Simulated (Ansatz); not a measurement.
Reaction (ligand exchange at a Y–Cl bond): `[Cl][Y]` + H–F → `[F][Y]` + HCl

Gas-phase electronic energies from Ansatz, PBE0-D4/def2-TZVP geometries. CCSD(T)/CBS is the MP2 limit (def2-TZVPP, def2-QZVPP) plus CCSD(T) − MP2 in def2-TZVPP, frozen cores. This one scheme is used for every species. Functionals use def2-TZVPP. B3LYP here is the variant with VWN-RPA as its local correlation; programs differ in this. Elements past krypton have def2 core potentials. For Y outer-core shells are correlated without core-valence functions, which leaves a few kJ/mol of doubt a bond.

```
             level  ΔE (kcal/mol)  difference from CCSD(T)/CBS
       LDA (SPW92)           -7.1                         -3.6
         revPBE-D4           -6.9                         -3.4
      CAM-B3LYP-D4           -7.2                         -3.7
           ωB97M-V           -5.5                         -2.0
              BLYP           -9.1                         -5.6
            r2SCAN           -6.2                         -2.7
              PBE0           -4.8                         -1.3
             B3LYP           -7.0                         -3.5
         CAM-B3LYP           -7.8                         -4.3
      MP2/def2-SVP           -7.7                         -4.2
     CCSD/def2-SVP           -7.5                         -4.0
     HF/def2-TZVPP           -2.4                          1.1
    MP2/def2-TZVPP           -3.4                          0.1
CCSD(T)/def2-TZVPP           -4.1                         -0.6
SCS-MP2/def2-QZVPP           -4.3                         -0.8
CCSD(T)/def2-QZVPP           -4.2                         -0.7
       CCSD(T)/CBS           -3.5                            0
```

Largest T1 diagnostic among the species: 0.020.

At CCSD(T), def2-SVP lies −4.2 kcal/mol from the extrapolated value and def2-TZVPP −0.6 kcal/mol. From r2SCAN to r2SCAN0 (25 % exact exchange), in def2-TZVPP and without D4, ΔE moves by +2.2 kcal/mol.
